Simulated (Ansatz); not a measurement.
Reactions of C₆H₁₂, SMILES `C=C(C)C(C)C`.

Gas-phase electronic energies from Ansatz, PBE0-D4/def2-TZVP geometries. CBS: MP2 limit from def2 TZ/QZ plus the TZ coupled-cluster correction, frozen cores. This one scheme is used for every species. Elements past krypton have def2 core potentials. For Te outer-core shells are correlated without core-valence functions, which leaves a few kJ/mol of doubt a bond. Each species was taken in one conformer, which may not be the lowest.

Question: Order these by ΔE at CCSD(T)/CBS, lowest first. (An estimate is asked.)
A. `C=C(C)C(C)C` + `C=C(C)O` → `C=C(C)OC` + `C=CC(C)C`
B. `C=C(C)C(C)C` + `NCCN` → `CNCCN` + `C=CC(C)C`
C. `C=C(C)C(C)C` + HCl → `C=C(C)Cl` + propane
D. `C=C(C)C(C)C` + H₂Te → `CC(C)[TeH]` + propene
E. `C=C(C)C(C)C` → `C/C=C\CCC`

Answer: D (+1.8 kJ/mol), E (+10.0 kJ/mol), C (+23.3 kJ/mol), B (+36.4 kJ/mol), A (+52.2 kJ/mol).

Largest T1 diagnostic: 0.012, for `C=C(C)OC`.
